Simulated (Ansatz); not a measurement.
Consider the ligand exchange at the Si–C bond: `[SiH3]CN[SiH3]` + `[OH][Al]([Cl])[Cl]` → `[SiH3][O][Al]([Cl])[Cl]` + `CN[SiH3]`.

Calculated with Ansatz (gas phase, PBE0-D4/def2-TZVP geometries, no zero-point term in ΔE). CBS: MP2 limit from def2 TZ/QZ plus the TZ coupled-cluster correction, frozen cores. DFT in def2-TZVPP. B3LYP here is the variant with VWN-RPA as its local correlation; programs differ in this. One conformer a species, not always the lowest.

`[SiH3]CN[SiH3]`:

```xyz
13

Si    0.978    1.257    1.480
C     0.549    0.515   -0.200
N    -0.687   -0.247   -0.130
Si   -1.050   -1.530   -1.213
H     1.281    0.182    2.460
H     2.146    2.173    1.370
H    -0.196    2.030    1.971
H     0.534    1.302   -0.969
H     1.367   -0.160   -0.480
H    -1.456    0.257    0.284
H    -2.339   -2.128   -0.780
H     0.048   -2.531   -1.147
H    -1.174   -1.120   -2.646
```

`[OH][Al]([Cl])[Cl]`:

Z-matrix (Å, degrees):
```
Al
O 1 1.677
Cl 1 2.080 2 121.5
Cl 1 2.070 2 118.5 3 -179.9
H 2 0.956 1 123.2 3 -0.1
```

`[SiH3][O][Al]([Cl])[Cl]`:

Cartesian coordinates in Å:
```
Si 0.633 0.444 1.299
O -0.045 -0.034 -0.104
Al -0.744 -0.522 -1.527
Cl -0.702 -2.518 -2.083
Cl -1.666 0.859 -2.767
H -0.088 1.631 1.826
H 2.056 0.797 1.063
H 0.557 -0.656 2.294
```

`CN[SiH3]`:

Z-matrix (Å, degrees):
```
C
N 1 1.447
H 1 1.093 2 109.5
H 1 1.094 2 110.9 3 -117.8
H 1 1.098 2 113.8 3 120.2
Si 2 1.716 1 123.0 3 -36.9
H 2 1.007 1 113.6 3 170.5
H 6 1.486 2 107.4 1 175.3
H 6 1.488 2 108.6 1 55.3
H 6 1.496 2 115.3 1 -64.3
```

```json
{"level": "BLYP-D4", "ΔE (kJ/mol)": "-114.7"}
{"level": "CAM-B3LYP-D4", "ΔE (kJ/mol)": "-125.8"}
{"level": "revPBE", "ΔE (kJ/mol)": "-106.2"}
{"level": "B3LYP", "ΔE (kJ/mol)": "-124.8"}
{"level": "CAM-B3LYP", "ΔE (kJ/mol)": "-127.3"}
{"level": "LC-ωPBE", "ΔE (kJ/mol)": "-116.9"}
{"level": "HF/def2-QZVPP", "ΔE (kJ/mol)": "-151.3"}
{"level": "CCSD/CBS(def2)", "ΔE (kJ/mol)": "-125.0"}
```

(1) What does CCSD(T)/CBS give? (Best estimate.)

Largest T1 diagnostic among the species: 0.011.

Results:

(1) The calculation gave: -120.9 kJ/mol. The listed levels differ from it by 6.2, -4.9, 14.7, -3.9, -6.4, 4.0, -30.4, -4.1 kJ/mol.

Leaving LDA and LC-ωPBE aside and taking each functional with its dispersion term where it has one, the values, not all of them listed here, spread over 33.0 kJ/mol, from BHLYP-D4 to revPBE-D4. LDA lies +4.2 kJ/mol from PBE without D4. In def2-TZVPP, CCSD(T) changes the Hartree–Fock value by +27.9 kJ/mol (the triples alone add +4.1 kJ/mol) and MP2 by +26.7 kJ/mol. From BLYP to BHLYP (50 % exact exchange), in def2-TZVPP and without D4, ΔE moves by −15.4 kJ/mol.

CCSD(T)/CBS has its own doubt, a few kJ/mol and more with outer-core shells, so smaller differences from it don't rank the levels.
